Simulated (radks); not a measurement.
Results of a calculation; reference values are marked as such.
Isoelectronic series with 57 electrons, all held in the configuration [Xe] 5d1 6s2, which need not be the ground one along the series. Level of theory: Dirac Kohn-Sham, BLYP, spin-unpolarised, spherical densities, finite nucleus; open shells are shared between the two j in proportion to 2j + 1; Fermi nuclear charge, rms radius of each element as measured or else 0.836 A^(1/3) + 0.57 fm (a radial shooting solver on a logarithmic mesh with Libxc functionals). Total energies (hartree) and mean radii <r> (bohr):

ion,E (hartree),5d5/2,5d3/2,6s1/2
La,-8497.8671,3.043,2.974,4.423
Ce+,-8865.0652,2.459,2.419,3.720
Pr2+,-9241.3041,2.149,2.120,3.278
Nd3+,-9626.6200,1.940,1.915,2.961
Pm4+,-10021.0564,1.782,1.760,2.716
Sm5+,-10424.6569,1.656,1.636,2.520
Eu6+,-10837.5189,1.551,1.533,2.356
Gd7+,-11259.6833,1.463,1.446,2.217
Tb8+,-11691.2689,1.386,1.370,2.096

5d5/2 drops below 6s1/2 between La and Ce+. 5d3/2 drops below 6s1/2 between La and Ce+.
